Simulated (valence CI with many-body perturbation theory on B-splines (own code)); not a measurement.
**From CI to CI+MBPT in Lu I**

Computed by valence CI with perturbative core correlation (CI+MBPT): three valence electrons over a frozen Dirac-Fock core [Xe] 4f14, radial functions for each j: 9 s, 9 p, 10 d, 8 f, 5 g, 3 h, 1 i, with the one-electron correlation potential Σ1, the two-electron term Σ2, the three-electron term Σ3, Breit, model QED; selected CI, second order for the rest (own B-spline code, finite nucleus).

Set against measurement, 45 paired levels are off by 494 cm⁻¹ on average, the worst by 1085. These come from a selection out of the NIST Handbook of Basic Atomic Spectroscopic Data. Levels without a partner in it may be off by more, other configurations by 1,000 to 4,000 cm⁻¹. 1 measured level below the end of the list, from 25861 cm⁻¹ on, found no clear computed partner, and computed levels of the same name lie up to 3802 cm⁻¹ from them.

Each rung adds one term. CI alone is the Dirac-Coulomb CI over the frozen core; QED comes last and gives the full result, which names the levels. Energies are above 5d6s² ²D_3/2 on the same rung, in cm⁻¹. A blank means that the level has no clear partner on that rung.

Names give the largest LS component (configuration and term), which can be under half, so a name can repeat, a term be missing and a line seem to break the LS rules; names also repeat where a configuration has a term twice. Letters in brackets count levels of one name in rising energy.

```
             Level  CI alone     Σ1     Σ2    Σ3  Breit   QED   Full
      5d6s² ²D_5/2      1240   +660    +24  +0.9    -31  +9.5   1904
     6s²6p ²P°_1/2     -1175  +3487  +1990   +54   +105   +56   4517
     6s²6p ²P°_3/2      1884  +4051  +1753   +61    +70   +61   7880
    5d6s6p ⁴F°_3/2     14227  +1662  +1246  +5.9    +14   -65  17090
      5d²6s ⁴F_3/2     21691  -1488  -2123   +29    -85   -96  17929
    5d6s6p ⁴F°_5/2     15154  +1875  +1168   +15   +1.3   -64  18151
      5d²6s ⁴F_5/2     22001  -1324  -2069   +28    -94   -94  18447
      5d²6s ⁴F_7/2     22457   -989  -2057   +26   -110   -90  19237
    5d6s6p ⁴F°_7/2     16644  +2368  +1103   +15    -24   -57  20050
      5d²6s ⁴F_9/2     22993   -629  -1996   +24   -126   -85  20181
    5d6s6p ⁴D°_1/2     18762  +1543   +164  +4.4   -9.3   -68  20396
    5d6s6p ⁴D°_3/2     19082                +9.3    -16   -68  20818
      5d²6s ⁴P_1/2                    +851  +104    -25   -67  20841
5d6s6p ²D°_5/2 [a]     17927  +2192   +971   +56    -25   -67  21053
5d6s6p ²D°_3/2 [a]     18214                 +74    -38   -64  21676
      5d²6s ⁴P_3/2                    +471  +105    -52   -70  21750
    5d6s6p ⁴D°_5/2     19668  +1978   +237  -4.9    -33   -63  21782
      5d²6s ⁴P_5/2                     -41   +86    -64   -77  22059
    5d6s6p ⁴F°_9/2     18417  +2858  +1002   +25    -51   -51  22199
    5d6s6p ⁴D°_7/2     20721  +2261   +182   +12    -50   -61  23065
      5d²6s ²D_3/2     23434  +1126   -693   +56    -87   -81  23754
      5d²6s ²F_5/2                    -606   +54    -92   -95  23784
    5d6s6p ⁴P°_1/2     21599  +2096   +264   -79    -23   -62  23796
    5d6s6p ⁴P°_3/2     21631  +2199   +308   -82    -29   -61  23965
      6s²7s ²S_1/2     19641  +4958   -100   -19    +57   +88  24625
    5d6s6p ⁴P°_5/2     21924  +2581   +454   -92    -50   -57  24761
      5d²6s ²D_5/2                    -613   +56   -107   -88  24918
      5d²6s ²F_7/2     26282   +135   -707   +38   -112  -102  25534
      5d²6s ²G_9/2     27879   +254  -1135  +6.5   -105   -87  26812
      5d²6s ²G_7/2     27894   +377  -1031   +17   -115   -88  27055
5d6s6p ²F°_5/2 [a]     25246  +2145   +292   -20    -46   -79  27539
```

The middle columns are the shifts that each term adds.

(1) How does the ionisation energy move along the ladder, and which term matters most?

Results:

(1) CI alone 4.9549, + Σ1 5.4943, + Σ2 5.4716, + Σ3 5.4683, + Breit 5.4764, + QED 5.4885 eV. The largest step is Σ1, 0.5395 eV. NIST lists 5.42587 eV (measured), further off than its uncertainty and the later steps.
